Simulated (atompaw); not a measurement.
# Which change was made? (Sb, PAW (atompaw))

Sb, PAW, made with atompaw 4.2.0.5 (LDA (PW92), scalar-relativistic). Core [Kr] 4d10, reference 5s2 5p2 (charge +1). Waves: 5s (bound): rc 2.05 bohr; 5s channel at 3.7 Ry: rc 2.05 bohr; 5p (bound): rc 2.15 bohr; 5p channel at -0.05 Ry: rc 2.15 bohr. Local part: bessel scheme, radius 1.95 bohr. Core correction: smooth core density matched at 1.35 bohr. Augmentation charge: sinc compensation charge, radius 1.90 bohr; PAW radius 2.15 bohr; waves and projectors: custom polynom vanderbiltortho.

Cutoffs, loose and tight: the cutoffs (Ry, on a coarse ladder) from which the occupation-weighted sum of valence levels, in a spherical-Bessel basis at the reference potential, stays within 10 and 1 mRy of its value at 400 Ry. They see the waves, projectors and local potential, not the compensation charge or the core.

The base gives: outcome: generated; cutoff, loose: 12 Ry; cutoff, tight: 21 Ry; bound ghosts: d.

(1) After one change the result is: outcome: failed: atompaw: The overlap operator has at least one negative eigenvalue!. Which change was it?
A. augmentation sinc compensation charge, radius 1.90 bohr; PAW radius 2.15 bohr; waves and projectors: modrrkj vanderbiltortho
B. all radii scaled by about 0.90 (s 1.84, p 1.94 bohr); local potential bessel scheme, radius 1.76 bohr; augmentation sinc compensation charge, radius 1.70 bohr; PAW radius 1.94 bohr; waves and projectors: custom polynom vanderbiltortho; core correction smooth core density matched at 1.22 bohr
C. reference 5s2 5p0
D. core [Kr], valence charge 15; reference 4d10 5s2 5p3; waves now 5s (bound): rc 2.30 bohr; 5s channel at 4.15 Ry: rc 2.30 bohr; 5p (bound): rc 0.80 bohr; 5p channel at 1.3 Ry: rc 2.30 bohr; 4d (bound): rc 1.45 bohr; 4d channel at 0.75 Ry: rc 1.45 bohr; local potential bessel scheme, radius 1.55 bohr; core correction smooth core density matched at 1.45 bohr; augmentation sinc compensation charge, radius 1.70 bohr; PAW radius 2.30 bohr; waves and projectors: custom polynom vanderbiltortho

Results:

(1) D. The others give: all radii scaled by about 0.90 (s 1.84, p 1.94 bohr); local potential bessel scheme, radius 1.76 bohr; augmentation sinc compensation charge, radius 1.70 bohr; PAW radius 1.94 bohr; waves and projectors: custom polynom vanderbiltortho; core correction smooth core density matched at 1.22 bohr → outcome: generated; cutoff, loose: 15 Ry; cutoff, tight: 35 Ry; bound ghosts: s, d | reference 5s2 5p0 → outcome: generated; cutoff, loose: 12 Ry; cutoff, tight: 18 Ry; bound ghosts: none | augmentation sinc compensation charge, radius 1.90 bohr; PAW radius 2.15 bohr; waves and projectors: modrrkj vanderbiltortho → outcome: generated; cutoff, loose: 10 Ry; cutoff, tight: 18 Ry; bound ghosts: d.
